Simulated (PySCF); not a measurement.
C4H7ClSi, SMILES C[SiH2]C=C=CCl.

The structure is a stationary point at B3LYP-D3(BJ)/def2-SVP. The structure was generated by enumeration; whether it is a known compound was not checked. The values are those of a single conformer.

Two levels are set side by side: TDA-PBE/def2-SVPD (PySCF) and TDA-PBE0/def2-SVPD (PySCF). Vertical, same geometry. The lowest singlet is HOMO→LUMO 100 % with PBE and HOMO→LUMO 98 % with the other functional; states are paired by order. Differences are taken from unrounded values.

| quantity | TDA-PBE0 |
|---|---|
| lowest singlet excitation (eV) | 4.36 |
| lowest triplet excitation (TDA) (eV) | 3.90 |
| first bright state (f over 0.05) (eV) | 6.86 |
| its oscillator strength | 0.42 |

Q: What does TDA-PBE give, and how far is it from TDA-PBE0? (The exact figures need the calculation; the answer reports its results.)

A: 
```
quantity                               TDA-PBE  TDA-PBE minus TDA-PBE0
-------------------------------------  -------  ----------------------
lowest singlet excitation (eV)            4.06                   -0.31
lowest triplet excitation (TDA) (eV)      3.63                   -0.27
first bright state (f over 0.05) (eV)     5.90                   -0.96
its oscillator strength                   0.07                   -0.34
```

A lower first singlet is the usual sign of a functional without exact exchange. Differences between two approximate levels are no errors against the true value.

Rough cost on one machine, each run with all the roots and properties that it gave: TDA-PBE0 against TDA-PBE about 2 times.
